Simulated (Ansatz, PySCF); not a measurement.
Barrier from R1 to the saddle point P1, each structure at its B3LYP-D3(BJ)/def2-TZVP stationary point, reached from a drawn start; harmonic modes at that level show the others as minima.
R1, NH3 (SMILES N) (charge 0, multiplicity 1, Z-matrix in Å and degrees):
```
N
H 1 1.0136
H 1 1.0136 2 107.33
H 1 1.0136 2 107.33 3 115.10
```
P1, H3N, a first-order saddle point (one imaginary mode, 800i cm⁻¹) (charge 0, multiplicity 1):
```xyz
4

N      0.0000     0.0000     0.0000
H      0.9974     0.0000     0.0000
H     -0.4987     0.8638     0.0000
H     -0.4987    -0.8638     0.0000
```

P less R. No zero-point or thermal terms. No path was followed down from the saddle.

Frozen-core correlation throughout. CBS: X⁻³ extrapolation of the correlation energy, Hartree–Fock from the larger set.

Programs: Ansatz (Gaussian orbitals); PySCF for the D3/D4 terms. Each number belongs to the level named beside it.

Question: What is the computed barrier height (B2PLYP-D3(BJ)/def2-TZVPP)?

Answer: 219 meV

Question: What barrier height does CCSD(T)/CBS(cc-pVTZ, cc-pVQZ) give?

Answer: 242 meV

Question: What is the computed barrier height (PBE0/def2-TZVPP)?

Answer: 213 meV

Ansatz is an electronic-structure program.
